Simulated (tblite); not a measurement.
Compound: C3H10BNO2.
Bonds: C1–O2, O2–B3, B3–C4, C4–N5, B3–O6, O6–C7. Hydrogens: H8, H9, H10 on C1; H11, H12 on C4; H13, H14 on N5; H15, H16, H17 on C7.

Computed with GFN2-xTB (tblite), gas phase: L-BFGS steps from a force-field or distance-geometry start until the largest atomic force falls under 0.01 eV/Å.

Step 17: E = -648.4524 eV
```
atom  x, y, z in Å  |  force x, y, z in eV/Å
C1     -0.8950    2.2621    0.5152    0.010  -0.192  -0.063
O2     -0.7036    1.0480   -0.1851   -0.303  -0.103   0.217
B3      0.0349   -0.1045   -0.0823   -0.337  -0.094   0.068
C4      1.6590   -0.2285   -0.3187   -0.366   0.209  -0.077
N5      2.5518   -0.7196    0.7622   -0.158   0.149  -0.462
O6     -0.6051   -1.3086   -0.1299   -0.331   0.320  -0.342
C7     -1.9840   -1.5881   -0.3868    0.378  -0.069  -0.124
H8     -1.6687    2.8689    0.0095    0.256  -0.417  -0.109
H9     -1.2959    2.0198    1.5161    0.392   0.215  -0.174
H10     0.0121    2.8896    0.5741   -0.129  -0.417   0.135
H11     1.6920   -0.8786   -1.2170    0.293   0.211   0.253
H12     1.9974    0.7674   -0.6343    0.056  -0.160   0.060
H13     2.7747   -1.6980    0.5921   -0.171   0.122   0.148
H14     3.4293   -0.2088    0.6935   -0.030  -0.127   0.084
H15    -2.6838   -0.8669    0.0603    0.368  -0.071  -0.158
H16    -2.1849   -2.5910   -0.0003    0.036   0.111   0.204
H17    -2.1370   -1.6513   -1.4795    0.036   0.314   0.340
```

Step 18: E = -648.4955 eV
```
atom  x, y, z in Å  |  force x, y, z in eV/Å
C1     -0.8971    2.2491    0.5119    0.021  -0.140  -0.047
O2     -0.7307    1.0383   -0.1945   -0.230  -0.079   0.294
B3      0.0235   -0.1032   -0.0691   -0.109  -0.025  -0.127
C4      1.6451   -0.2304   -0.3266   -0.272   0.186   0.010
N5      2.5362   -0.7181    0.7548   -0.183   0.070  -0.329
O6     -0.6012   -1.3034   -0.1103   -0.239   0.079  -0.311
C7     -1.9688   -1.5798   -0.3827    0.272  -0.085  -0.058
H8     -1.6618    2.8622    0.0156    0.095  -0.294  -0.195
H9     -1.2890    2.0203    1.5158    0.341   0.130  -0.092
H10     0.0117    2.8668    0.5671    0.006  -0.364   0.115
H11     1.6897   -0.8814   -1.2245    0.189   0.236   0.280
H12     1.9895    0.7620   -0.6358    0.057  -0.067   0.005
H13     2.7737   -1.6944    0.6003   -0.259   0.043   0.088
H14     3.4117   -0.2130    0.6899    0.118   0.037   0.074
H15    -2.6613   -0.8506    0.0558    0.246  -0.082  -0.089
H16    -2.1715   -2.5849   -0.0060   -0.040   0.098   0.215
H17    -2.1066   -1.6275   -1.4724   -0.014   0.256   0.167
```

Step 19: E = -648.5444 eV
```
atom  x, y, z in Å  |  force x, y, z in eV/Å
C1     -0.8971    2.2377    0.5087    0.042  -0.074   0.009
O2     -0.7645    1.0257   -0.1884   -0.121  -0.233   0.291
B3      0.0088   -0.1041   -0.0670    0.136   0.071  -0.318
C4      1.6317   -0.2265   -0.3315   -0.077   0.151   0.049
N5      2.5229   -0.7122    0.7447   -0.095   0.032  -0.013
O6     -0.5946   -1.3036   -0.1361   -0.190  -0.169  -0.212
C7     -1.9589   -1.5813   -0.3829    0.077  -0.015  -0.096
H8     -1.6484    2.8542    0.0168   -0.125  -0.106  -0.314
H9     -1.2773    2.0351    1.5149    0.214   0.014   0.107
H10     0.0120    2.8420    0.5631    0.243  -0.265   0.049
H11     1.7096   -0.8713   -1.2299    0.011   0.229   0.221
H12     1.9883    0.7626   -0.6232    0.011   0.084  -0.065
H13     2.7695   -1.6888    0.6205   -0.377  -0.051  -0.005
H14     3.4044   -0.2206    0.6854    0.143   0.164   0.036
H15    -2.6323   -0.8380    0.0601    0.166  -0.108  -0.053
H16    -2.1660   -2.5820    0.0040   -0.031   0.114   0.165
H17    -2.1150   -1.6170   -1.4701   -0.026   0.162   0.149
```

Problem. Estimate the geometry and energy of step 20. (The exact step hangs on the optimiser's Hessian estimate; all steps are aligned on step 19, rigid shifts and turns removed.)

Solution. E = -648.5919 eV, largest force 0.520 eV/Å
```
atom  x, y, z in Å  |  force x, y, z in eV/Å
C1     -0.8956    2.2290    0.5068    0.021  -0.015   0.030
O2     -0.8018    1.0047   -0.1665   -0.022  -0.330   0.269
B3     -0.0033   -0.1093   -0.0859    0.259   0.072  -0.343
C4      1.6237   -0.2191   -0.3331    0.117   0.146   0.041
N5      2.5131   -0.7038    0.7420    0.048   0.000   0.235
O6     -0.5865   -1.3136   -0.1997   -0.126  -0.234  -0.127
C7     -1.9553   -1.5877   -0.3884   -0.094   0.031  -0.122
H8     -1.6347    2.8535    0.0133   -0.210  -0.042  -0.366
H9     -1.2656    2.0599    1.5173    0.100  -0.074   0.258
H10     0.0182    2.8171    0.5581    0.420  -0.215  -0.035
H11     1.7442   -0.8479   -1.2350   -0.136   0.183   0.130
H12     1.9900    0.7713   -0.5982   -0.042   0.206  -0.110
H13     2.7621   -1.6845    0.6510   -0.511  -0.051  -0.083
H14     3.4050   -0.2292    0.6776    0.071   0.211   0.011
H15    -2.5961   -0.8279    0.0738    0.103  -0.112  -0.046
H16    -2.1653   -2.5789    0.0244    0.020   0.137   0.091
H17    -2.1588   -1.6218   -1.4683   -0.018   0.088   0.168
```

The energy changes by -0.0475 eV. The first-order estimate −F·Δx gives -0.0614 eV and the mean of the old and new forces, exact on a quadratic surface, -0.0476 eV. The step makes an angle of 64° with the force vector and moves no atom by more than 0.065 Å.

What follows is the cost of the whole relaxation. Time: 0.72 s of wall time. Hardware: one thread of an Arm Neoverse V1, shared host.
